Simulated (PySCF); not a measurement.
SCF from a fresh guess for doublet FIrN, at the PBE0 minimum. PySCF input:

```python
from pyscf import gto, scf, dft
mol = gto.M(atom='''
Ir     0.058890     0.000000     0.000000
N      1.671280     0.000000     0.000000
F     -1.830000     0.000000    -0.000000''',
    basis={'Ir': 'def2-TZVP', 'N': 'def2-TZVP', 'F': 'def2-TZVP'},
    ecp={'Ir': 'def2-TZVP'},
    charge=0, spin=1)
mf = dft.UKS(mol, xc='PBE0')
mf.grids.atom_grid = (50, 194)
aux = {'Ir': 'def2-universal-JKFIT', 'N': 'def2-universal-JKFIT', 'F': 'def2-universal-JKFIT'}
mf = mf.density_fit(auxbasis=aux)
mf.conv_tol = 1e-08
mf.diis_space = 10
mf.max_cycle = 60
mf.init_guess = 'minao'
mf.verbose = 4
mf.kernel()
```

Excerpt of the output (cycles alone):

```
init E= -242.194415239396
cycle= 1 E= -258.539462609883  delta_E= -16.3  |g|= 0.806  |ddm|= 5.94
cycle= 2 E= -256.504401265448  delta_E= 2.04  |g|= 2.33  |ddm|= 1.59
cycle= 3 E= -258.772306615477  delta_E= -2.27  |g|= 0.229  |ddm|= 1.15
cycle= 4 E= -258.778452579313  delta_E= -0.00615  |g|= 0.205  |ddm|= 0.307
cycle= 5 E= -258.788850248223  delta_E= -0.0104  |g|= 0.108  |ddm|= 0.136
cycle= 6 E= -258.793098489664  delta_E= -0.00425  |g|= 0.0115  |ddm|= 0.0481
cycle= 7 E= -258.793147450444  delta_E= -4.9e-05  |g|= 0.0037  |ddm|= 0.00642
cycle= 8 E= -258.793153065641  delta_E= -5.62e-06  |g|= 0.00113  |ddm|= 0.00274
cycle= 9 E= -258.793154547718  delta_E= -1.48e-06  |g|= 0.000377  |ddm|= 0.00174
cycle= 10 E= -258.793155441445  delta_E= -8.94e-07  |g|= 0.000209  |ddm|= 0.00226
cycle= 11 E= -258.793155563691  delta_E= -1.22e-07  |g|= 6.85e-05  |ddm|= 0.000701
cycle= 12 E= -258.793155589691  delta_E= -2.6e-08  |g|= 3.55e-05  |ddm|= 0.000402
cycle= 13 E= -258.793155591038  delta_E= -1.35e-09  |g|= 5.46e-06  |ddm|= 8.12e-05
Extra cycle  E= -258.793155590949  delta_E= 8.9e-11  |g|= 1.74e-05  |ddm|= 1.32e-05
converged SCF energy = -258.793155590949  <S^2> = 0.75208249  2S+1 = 2.0020814
```

No lower solution of this spin was found from smeared starts or by a stability analysis within the unrestricted form.

With open d or f shells other occupations or spin states may lie lower. Spin–orbit coupling, left out here, can matter for elements this heavy.

The search for the lowest solution, 3 starts and the stability check together, took 8.4 s on 4 threads of a shared Arm Neoverse V2 host, with 102 basis functions; the process peaked at 0.4 GiB.
